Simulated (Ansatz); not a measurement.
Ansatz (a first-principles code) input (HF/3-21G): The .json file is the Basis Set Exchange's 3-21G.

Ansatz 0.2 input:
```yaml
crystal:
  periodic: [false, false, false]
  atoms:
    - {symbol: C, position_ang: [-1.71010056, 0.42526429, 0.04440196]}
    - {symbol: C, position_ang: [-0.58851621, -0.55371021, -0.38565932]}
    - {symbol: Si, position_ang: [1.16011599, 0.02812847, 0.15121524]}
    - {symbol: H, position_ang: [-2.67986837, 0.06168308, -0.27676649]}
    - {symbol: H, position_ang: [-1.73545906, 0.53759770, 1.12282359]}
    - {symbol: H, position_ang: [-1.55888571, 1.40595180, -0.39336640]}
    - {symbol: H, position_ang: [-0.77683848, -1.53505916, 0.03997988]}
    - {symbol: H, position_ang: [-0.60155489, -0.67304786, -1.46513526]}
    - {symbol: H, position_ang: [1.46918131, 1.35729614, -0.45025615]}
    - {symbol: H, position_ang: [1.22634462, 0.16307158, 1.63492008]}
    - {symbol: H, position_ang: [2.20715744, -0.94061639, -0.28166847]}
basis:
  gaussian:
    orbitals: 3-21G.json
hamiltonian:
  xc: {name: HF}
phonons: {temperatures: {t_min: 298.15, t_max: 298.15, t_step: 100}}
```

Output:

```
Functional definition: HF
integrals: 0.01 GiB planned
600 factors; integrals over basis functions are off by at most 5.4e-4 eV
mean field: 0.08 GiB planned
mean field evaluation 1: about -9994.8216 eV, gradient 1.9e1 eV
mean field evaluation 2: about -9994.8180 eV, gradient 1.9e1 eV
mean field evaluation 4: about -9995.8654 eV, gradient 1.9e0 eV
mean field evaluation 8: about -9995.8749 eV, gradient 5.8e-5 eV
mean field -9995.87493603 eV, -367.3416284516 hartree, gradient 7.5e-5 eV, S^2 0.000000; 0 other end points of the search recorded, 0 dependent functions left out
the calculation of the forces begins
reference -9995.87493603 eV, -367.3416284516 hartree; 17, 17 occupied and 30, 30 virtual orbitals, 600 factors
these checks for a lower state are left out or cut short: stability, starts, cluster_reference, orbital_swaps, neighbouring_geometries, increment
integrals: 0.01 GiB planned
600 factors; integrals over basis functions are off by at most 5.3e-4 eV
mean field: 0.08 GiB planned
mean field evaluation 16: about -9995.8748 eV, gradient 1.1e-6 eV
mean field -9995.87476399 eV, -367.3416221293 hartree, gradient 1.1e-6 eV, S^2 0.000000; 0 other end points of the search recorded, 0 dependent functions left out
the calculation of the forces begins
reference -9995.87476399 eV, -367.3416221293 hartree; 17, 17 occupied and 30, 30 virtual orbitals, 600 factors
these checks for a lower state are left out or cut short: stability, starts, cluster_reference, orbital_swaps, neighbouring_geometries, increment
integrals: 0.01 GiB planned
600 factors; integrals over basis functions are off by at most 5.4e-4 eV
mean field: 0.08 GiB planned
mean field -9995.87476519 eV, -367.3416221735 hartree, gradient 1.1e-6 eV, S^2 0.000000; 0 other end points of the search recorded, 0 dependent functions left out
the calculation of the forces begins
reference -9995.87476519 eV, -367.3416221735 hartree; 17, 17 occupied and 30, 30 virtual orbitals, 600 factors
these checks for a lower state are left out or cut short: stability, starts, cluster_reference, orbital_swaps, neighbouring_geometries, increment
integrals: 0.01 GiB planned
600 factors; integrals over basis functions are off by at most 5.3e-4 eV
mean field: 0.08 GiB planned
mean field evaluation 32: about -9995.8748 eV, gradient 1.2e-6 eV
mean field -9995.87475231 eV, -367.3416217003 hartree, gradient 1.1e-6 eV, S^2 0.000000; 0 other end points of the search recorded, 0 dependent functions left out
the calculation of the forces begins
reference -9995.87475231 eV, -367.3416217003 hartree; 17, 17 occupied and 30, 30 virtual orbitals, 600 factors
these checks for a lower state are left out or cut short: stability, starts, cluster_reference, orbital_swaps, neighbouring_geometries, increment
integrals: 0.01 GiB planned
600 factors; integrals over basis functions are off by at most 5.4e-4 eV
mean field: 0.08 GiB planned
mean field -9995.87475826 eV, -367.3416219188 hartree, gradient 1.1e-6 eV, S^2 0.000000; 0 other end points of the search recorded, 0 dependent functions left out
the calculation of the forces begins
reference -9995.87475826 eV, -367.3416219188 hartree; 17, 17 occupied and 30, 30 virtual orbitals, 600 factors
these checks for a lower state are left out or cut short: stability, starts, cluster_reference, orbital_swaps, neighbouring_geometries, increment
integrals: 0.01 GiB planned
600 factors; integrals over basis functions are off by at most 5.4e-4 eV
mean field: 0.08 GiB planned
mean field -9995.87478552 eV, -367.3416229206 hartree, gradient 1.1e-6 eV, S^2 0.000000; 0 other end points of the search recorded, 0 dependent functions left out
the calculation of the forces begins
reference -9995.87478552 eV, -367.3416229206 hartree; 17, 17 occupied and 30, 30 virtual orbitals, 600 factors
these checks for a lower state are left out or cut short: stability, starts, cluster_reference, orbital_swaps, neighbouring_geometries, increment
integrals: 0.01 GiB planned
600 factors; integrals over basis functions are off by at most 5.4e-4 eV
mean field: 0.08 GiB planned
mean field -9995.87477968 eV, -367.3416227061 hartree, gradient 1.1e-6 eV, S^2 0.000000; 0 other end points of the search recorded, 0 dependent functions left out
the calculation of the forces begins
reference -9995.87477968 eV, -367.3416227061 hartree; 17, 17 occupied and 30, 30 virtual orbitals, 600 factors
these checks for a lower state are left out or cut short: stability, starts, cluster_reference, orbital_swaps, neighbouring_geometries, increment
integrals: 0.01 GiB planned
600 factors; integrals over basis functions are off by at most 5.4e-4 eV
mean field: 0.08 GiB planned
mean field -9995.87478549 eV, -367.3416229195 hartree, gradient 1.1e-6 eV, S^2 0.000000; 0 other end points of the search recorded, 0 dependent functions left out
[...]
these checks for a lower state are left out or cut short: stability, starts, cluster_reference, orbital_swaps, neighbouring_geometries, increment
integrals: 0.01 GiB planned
600 factors; integrals over basis functions are off by at most 5.4e-4 eV
mean field: 0.08 GiB planned
mean field -9995.87490324 eV, -367.3416272467 hartree, gradient 1.1e-6 eV, S^2 0.000000; 0 other end points of the search recorded, 0 dependent functions left out
the calculation of the forces begins
reference -9995.87490324 eV, -367.3416272467 hartree; 17, 17 occupied and 30, 30 virtual orbitals, 600 factors
these checks for a lower state are left out or cut short: stability, starts, cluster_reference, orbital_swaps, neighbouring_geometries, increment
integrals: 0.01 GiB planned
600 factors; integrals over basis functions are off by at most 5.4e-4 eV
mean field: 0.08 GiB planned
mean field -9995.87490437 eV, -367.3416272881 hartree, gradient 1.1e-6 eV, S^2 0.000000; 0 other end points of the search recorded, 0 dependent functions left out
the calculation of the forces begins
reference -9995.87490437 eV, -367.3416272881 hartree; 17, 17 occupied and 30, 30 virtual orbitals, 600 factors
these checks for a lower state are left out or cut short: stability, starts, cluster_reference, orbital_swaps, neighbouring_geometries, increment
integrals: 0.01 GiB planned
600 factors; integrals over basis functions are off by at most 5.4e-4 eV
mean field: 0.08 GiB planned
mean field -9995.87492589 eV, -367.3416280791 hartree, gradient 1.1e-6 eV, S^2 0.000000; 0 other end points of the search recorded, 0 dependent functions left out
the calculation of the forces begins
reference -9995.87492589 eV, -367.3416280791 hartree; 17, 17 occupied and 30, 30 virtual orbitals, 600 factors
these checks for a lower state are left out or cut short: stability, starts, cluster_reference, orbital_swaps, neighbouring_geometries, increment
integrals: 0.01 GiB planned
600 factors; integrals over basis functions are off by at most 5.4e-4 eV
mean field: 0.08 GiB planned
mean field evaluation 224: about -9995.8749 eV, gradient 2.8e-6 eV
mean field -9995.87492734 eV, -367.3416281325 hartree, gradient 2.5e-6 eV, S^2 0.000000; 0 other end points of the search recorded, 0 dependent functions left out
the calculation of the forces begins
reference -9995.87492734 eV, -367.3416281325 hartree; 17, 17 occupied and 30, 30 virtual orbitals, 600 factors
these checks for a lower state are left out or cut short: stability, starts, cluster_reference, orbital_swaps, neighbouring_geometries, increment
integrals: 0.01 GiB planned
600 factors; integrals over basis functions are off by at most 5.4e-4 eV
mean field: 0.08 GiB planned
mean field -9995.87489001 eV, -367.3416267606 hartree, gradient 1.1e-6 eV, S^2 0.000000; 0 other end points of the search recorded, 0 dependent functions left out
the calculation of the forces begins
reference -9995.87489001 eV, -367.3416267606 hartree; 17, 17 occupied and 30, 30 virtual orbitals, 600 factors
these checks for a lower state are left out or cut short: stability, starts, cluster_reference, orbital_swaps, neighbouring_geometries, increment
integrals: 0.01 GiB planned
600 factors; integrals over basis functions are off by at most 5.4e-4 eV
mean field: 0.08 GiB planned
mean field -9995.87488836 eV, -367.3416266997 hartree, gradient 1.1e-6 eV, S^2 0.000000; 0 other end points of the search recorded, 0 dependent functions left out
the calculation of the forces begins
reference -9995.87488836 eV, -367.3416266997 hartree; 17, 17 occupied and 30, 30 virtual orbitals, 600 factors
these checks for a lower state are left out or cut short: stability, starts, cluster_reference, orbital_swaps, neighbouring_geometries, increment
integrals: 0.01 GiB planned
600 factors; integrals over basis functions are off by at most 5.4e-4 eV
mean field: 0.08 GiB planned
mean field -9995.87492008 eV, -367.3416278654 hartree, gradient 1.1e-6 eV, S^2 0.000000; 0 other end points of the search recorded, 0 dependent functions left out
the calculation of the forces begins
reference -9995.87492008 eV, -367.3416278654 hartree; 17, 17 occupied and 30, 30 virtual orbitals, 600 factors
these checks for a lower state are left out or cut short: stability, starts, cluster_reference, orbital_swaps, neighbouring_geometries, increment
integrals: 0.01 GiB planned
600 factors; integrals over basis functions are off by at most 5.4e-4 eV
mean field: 0.08 GiB planned
mean field -9995.87492110 eV, -367.3416279029 hartree, gradient 1.1e-6 eV, S^2 0.000000; 0 other end points of the search recorded, 0 dependent functions left out
the calculation of the forces begins
reference -9995.87492110 eV, -367.3416279029 hartree; 17, 17 occupied and 30, 30 virtual orbitals, 600 factors
these checks for a lower state are left out or cut short: stability, starts, cluster_reference, orbital_swaps, neighbouring_geometries, increment
integrals: 0.01 GiB planned
600 factors; integrals over basis functions are off by at most 5.4e-4 eV
mean field: 0.08 GiB planned
mean field evaluation 256: about -9995.8787 eV, gradient 7.3e-2 eV
mean field -9995.87490366 eV, -367.3416272621 hartree, gradient 1.1e-6 eV, S^2 0.000000; 0 other end points of the search recorded, 0 dependent functions left out
the calculation of the forces begins
reference -9995.87490366 eV, -367.3416272621 hartree; 17, 17 occupied and 30, 30 virtual orbitals, 600 factors
these checks for a lower state are left out or cut short: stability, starts, cluster_reference, orbital_swaps, neighbouring_geometries, increment
integrals: 0.01 GiB planned
600 factors; integrals over basis functions are off by at most 5.4e-4 eV
mean field: 0.08 GiB planned
mean field -9995.87490340 eV, -367.3416272527 hartree, gradient 1.1e-6 eV, S^2 0.000000; 0 other end points of the search recorded, 0 dependent functions left out
the calculation of the forces begins
reference -9995.87490340 eV, -367.3416272527 hartree; 17, 17 occupied and 30, 30 virtual orbitals, 600 factors
these checks for a lower state are left out or cut short: stability, starts, cluster_reference, orbital_swaps, neighbouring_geometries, increment
integrals: 0.01 GiB planned
600 factors; integrals over basis functions are off by at most 5.4e-4 eV
mean field: 0.08 GiB planned
mean field -9995.87491600 eV, -367.3416277155 hartree, gradient 1.1e-6 eV, S^2 0.000000; 0 other end points of the search recorded, 0 dependent functions left out
the calculation of the forces begins
reference -9995.87491600 eV, -367.3416277155 hartree; 17, 17 occupied and 30, 30 virtual orbitals, 600 factors
these checks for a lower state are left out or cut short: stability, starts, cluster_reference, orbital_swaps, neighbouring_geometries, increment
integrals: 0.01 GiB planned
600 factors; integrals over basis functions are off by at most 5.4e-4 eV
mean field: 0.08 GiB planned
mean field -9995.87491683 eV, -367.3416277460 hartree, gradient 1.1e-6 eV, S^2 0.000000; 0 other end points of the search recorded, 0 dependent functions left out
the calculation of the forces begins
reference -9995.87491683 eV, -367.3416277460 hartree; 17, 17 occupied and 30, 30 virtual orbitals, 600 factors
Total energy: -9995.87493603 eV, -367.3416284516 hartree
Atom 0 at    -1.710101     0.425264     0.044402 Å, force    -0.001668    -0.000123    -0.000265 eV/Å
Atom 1 at    -0.588516    -0.553710    -0.385659 Å, force     0.000773     0.000971     0.000646 eV/Å
Atom 2 at     1.160116     0.028128     0.151215 Å, force     0.000905    -0.000861    -0.000387 eV/Å
Atom 3 at    -2.679868     0.061683    -0.276766 Å, force    -0.001047    -0.001131    -0.000770 eV/Å
Atom 4 at    -1.735459     0.537598     1.122824 Å, force     0.001047    -0.000211     0.001048 eV/Å
Atom 5 at    -1.558886     1.405952    -0.393366 Å, force     0.001229     0.000682    -0.000513 eV/Å
Atom 6 at    -0.776838    -1.535059     0.039980 Å, force    -0.000159     0.000330    -0.000217 eV/Å
Atom 7 at    -0.601555    -0.673048    -1.465135 Å, force    -0.000227    -0.000001     0.000360 eV/Å
Atom 8 at     1.469181     1.357296    -0.450256 Å, force    -0.000286     0.000279    -0.000208 eV/Å
Atom 9 at     1.226345     0.163072     1.634920 Å, force    -0.000344    -0.000007     0.000290 eV/Å
Atom 10 at     2.207157    -0.940616    -0.281668 Å, force    -0.000223     0.000072     0.000015 eV/Å
Dipole moment:    -0.139933    -0.047335    -0.043406 e Å
Vibrations: 126.62 231.05 266.20 561.74 626.52 729.01 845.95 995.85 1013.76 1027.62 1033.34 1112.56 1139.53 1399.58 1408.96 1576.53 1623.12 1674.39 1680.92 2251.42 2254.92 2267.33 3192.44 3197.21 3229.02 3250.98 3257.31 cm⁻¹, zero-point energy 2.602048 eV
```

The blocks after the first are displaced geometries, from whose forces the wavenumbers follow.
